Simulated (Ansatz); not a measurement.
Ansatz (a program for electronic structure) input file for F₂GaHSe, SMILES [Ga]([F])([SeH])[F], PBE/def2-SVPD. Geometry: ωB97X-D3(BJ)/def2-SVP. The structure was generated by enumeration; whether it is a known compound was not checked. The values are those of a single conformer.

Ansatz 0.2 input:
```yaml
crystal:
  periodic: [false, false, false]
  atoms:
    - {symbol: Ga, position_ang: [0.00295535, 0.74815688, -0.00000000]}
    - {symbol: F, position_ang: [1.44956983, 1.71822503, 0.00000000]}
    - {symbol: F, position_ang: [-1.49277564, 1.64400919, 0.00000000]}
    - {symbol: Se, position_ang: [0.05041289, -1.52609611, 0.00000000]}
    - {symbol: H, position_ang: [-1.41680181, -1.56570361, 0.00000000]}
basis:
  gaussian:
    orbitals: def2-SVPD
hamiltonian:
  xc: {name: PBE}
```

It prints:

```
WARN ansatz: RAYON_NUM_THREADS=1 ignored (pool sized by the plan → 1); use --threads N
Functional definition: PBE
integrals: 0.08 GiB planned
1300 factors; their error is unknown
mean field: 0.45 GiB planned
mean field evaluation 1: about -123133.8110 eV, gradient 6.3e1 eV
mean field evaluation 2: about -123085.5484 eV, gradient 1.8e2 eV
mean field evaluation 4: about -123139.5536 eV, gradient 1.3e1 eV
mean field evaluation 8: about -123139.8561 eV, gradient 1.0e-1 eV
mean field evaluation 16: about -123139.8171 eV, gradient 1.4e-5 eV
mean field -123139.81711730 eV, -4525.3048118948 hartree, gradient 1.4e-5 eV, S^2 0.000000; 0 other end points of the search recorded, 0 dependent functions left out
reference -123139.81717428 eV, -4525.3048139888 hartree; 42, 42 occupied and 91, 91 virtual orbitals, 1300 factors
Total energy: -123139.81717428 eV, -4525.3048139888 hartree
```

Self-consistency was reached.

Cost: roughly 2.5 core-seconds.
